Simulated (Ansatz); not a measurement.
Basis-set extrapolation for C₂H₁₀BNSi, SMILES `CN(C)B[SiH3]` (PBE0-D4/def2-TZVP geometry, frozen core, Ansatz 0.2.0). Multiplicity 1, RHF reference.

|  | def2-TZVPP | def2-QZVPP |
| --- | --- | --- |
| HF | -449.704500 | -449.721237 |
| MP2 correlation | -0.799066 | -0.850986 |
| CCSD(T) correlation | -0.896621 | not run |

Energies in hartree. Use E(X) = E(∞) + A·exp(−7.88·√X) for Hartree–Fock and E(X) = E(∞) + B·X^(−2.97) for correlation, with X = 3 and 4, and add CCSD(T) minus MP2 of the smaller set to the MP2 limit.

Problem. What is the CCSD(T) energy at the basis-set limit?

Solution. HF limit: -449.721237 + (-0.016737) × 0.13774 = -449.72354. MP2 limit: -0.850986 + (-0.051920) × 0.74074 = -0.88945. Higher-order term: -0.896621 − (-0.799066) = -0.09755. Total: -450.71054 hartree, 287.3 kJ/mol below CCSD(T)/def2-TZVPP.
